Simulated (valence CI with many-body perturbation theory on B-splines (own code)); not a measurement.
## Re24+: calculated level list

Level of theory: relativistic CI+MBPT: five valence electrons over a frozen Dirac-Fock core [Kr] 4d10, radial functions for each j: 7 s, 7 p, 7 d, 7 f, 4 g, 2 h, with the one-electron correlation potential Σ1, the two-electron term Σ2, the three-electron term Σ3, Breit, model QED; selected CI, second order for the rest, scaled by the run's own slope (own B-spline code, finite nucleus).

No measured levels were compared; by estimate terms of the open shell hold to a few per cent of their energy, and close levels can change places. Among the levels kept, up to 1000 cm⁻¹ of a level comes from second order outside the variational space, and about a tenth of that is noise between levels of different J, which matters for small intervals. Only levels of the ground parity were solved; by the run's estimate the other parity begins above the list, which can be wrong where configurations are misplaced.

Levels 91 to 135 of 194, with energies above the lowest level, 4f5 6H°_5/2. "Leading %" is the weight of the configuration and term that name the level; weights of strongly mixed levels are sums over their largest components and can fall short. In the jj column 3d3/2^4 stands for four electrons in 3d with j = 3/2. Lifetimes count E1, E2, E3, M1 and M2 decay at the calculated energies, and are blank where another channel may lead or the interval is too uncertain; long ones can be off by a factor of two.

```
No.  Configuration  Term     J  E (cm⁻¹)  Leading %  Lifetime              Leading jj
 91            4f5   2L°  17/2    140540         81   2.25 ms  4f5/2^2 4f7/2^3 (84 %)
 92            4f5   2M°  19/2    140660         64   1.27 ms    4f5/2 4f7/2^4 (86 %)
 93            4f5   2D°   5/2    140940         48   1.31 ms  4f5/2^2 4f7/2^3 (50 %)
 94            4f5   2H°   9/2    142130         41    770 μs    4f5/2 4f7/2^4 (37 %)
 95            4f5   2H°  11/2    143620         38   2.62 ms  4f5/2^2 4f7/2^3 (73 %)
 96            4f5   4H°   7/2    143870         46    662 μs    4f5/2 4f7/2^4 (47 %)
 97            4f5   2N°  21/2    144180         51   1.18 ms    4f5/2 4f7/2^4 (81 %)
 98            4f5   4H°  13/2    144350         50   1.77 ms  4f5/2^2 4f7/2^3 (83 %)
 99            4f5   2P°   3/2    144360         26    889 μs  4f5/2^3 4f7/2^2 (42 %)
100            4f5   4G°   9/2    145100         33    636 μs    4f5/2 4f7/2^4 (46 %)
101            4f5   4K°  15/2    145100         74   1.70 ms  4f5/2^2 4f7/2^3 (63 %)
102            4f5   4H°  11/2    145710         34   1.30 ms  4f5/2^2 4f7/2^3 (38 %)
103            4f5   2D°   5/2    147540         43    790 μs  4f5/2^2 4f7/2^3 (42 %)
104            4f5   2I°  13/2    147550         27   1.37 ms  4f5/2^3 4f7/2^2 (56 %)
105            4f5   2H°  11/2    148310         33   1.11 ms    4f5/2 4f7/2^4 (41 %)
106            4f5   4K°  17/2    149730         73   3.11 ms  4f5/2^3 4f7/2^2 (39 %)
107            4f5   2H°   9/2    153970         65   1.63 ms  4f5/2^2 4f7/2^3 (73 %)
108            4f5   4F°   3/2    154080         31    819 μs  4f5/2^3 4f7/2^2 (54 %)
109            4f5   2F°   5/2    154160         28    767 μs    4f5/2 4f7/2^4 (36 %)
110            4f5   2K°  15/2    154530         42    681 μs          4f7/2^5 (44 %)
111            4f5   2I°  13/2    155080         60   1.18 ms    4f5/2 4f7/2^4 (63 %)
112            4f5   2F°   7/2    155100         31   1.02 ms  4f5/2^2 4f7/2^3 (35 %)
113            4f5   2F°   7/2    157920         44    739 μs  4f5/2^2 4f7/2^3 (50 %)
114            4f5   2I°  13/2    158780         57    996 μs  4f5/2^2 4f7/2^3 (38 %)
115            4f5   4D°   1/2    159380         62   2.14 ms  4f5/2^2 4f7/2^3 (67 %)
116            4f5   4H°   7/2    159870         41   1.56 ms    4f5/2^4 4f7/2 (44 %)
117            4f5   2D°   3/2    160440         33   1.03 ms  4f5/2^2 4f7/2^3 (47 %)
118            4f5   2H°  11/2    161790         31    646 μs  4f5/2^2 4f7/2^3 (47 %)
119            4f5   2H°   9/2    162110         42    977 μs    4f5/2 4f7/2^4 (68 %)
120            4f5   2K°  15/2    163190         55    779 μs    4f5/2 4f7/2^4 (63 %)
121            4f5   4P°   5/2    164750         30    910 μs    4f5/2 4f7/2^4 (39 %)
122            4f5   2K°  15/2    165510         87   1.30 ms  4f5/2^2 4f7/2^3 (71 %)
123            4f5   4H°   9/2    167120         59   2.09 ms  4f5/2^3 4f7/2^2 (58 %)
124            4f5   4H°  11/2    168340         64   1.97 ms  4f5/2^3 4f7/2^2 (41 %)
125            4f5   4H°  13/2    169250         64   1.24 ms  4f5/2^2 4f7/2^3 (76 %)
126            4f5   2F°   5/2    170250         55    897 μs    4f5/2 4f7/2^4 (45 %)
127            4f5   2F°   7/2    170930         40   1.27 ms  4f5/2^2 4f7/2^3 (41 %)
128            4f5   2P°   1/2    171300         81   1.53 ms  4f5/2^2 4f7/2^3 (82 %)
129            4f5   4D°   7/2    172230         43   1.05 ms  4f5/2^2 4f7/2^3 (40 %)
130            4f5   2H°   9/2    173190         39    581 μs          4f7/2^5 (39 %)
131            4f5   2H°  11/2    174000         50    838 μs  4f5/2^2 4f7/2^3 (36 %)
132            4f5   2M°  17/2    175500         81   2.43 ms  4f5/2^2 4f7/2^3 (60 %)
133            4f5   4D°   3/2    175750         29    656 μs  4f5/2^2 4f7/2^3 (51 %)
134            4f5   2D°   3/2    176400         26   1.70 ms  4f5/2^2 4f7/2^3 (52 %)
135            4f5   4D°   5/2    178790         50    967 μs    4f5/2 4f7/2^4 (39 %)
```

Names give the largest LS component (configuration and term), which can be under half, so a name can repeat, a term be missing and a line seem to break the LS rules; names also repeat where a configuration has a term twice.

Where two levels of one J and parity lie close, their mixing, g and order are uncertain.
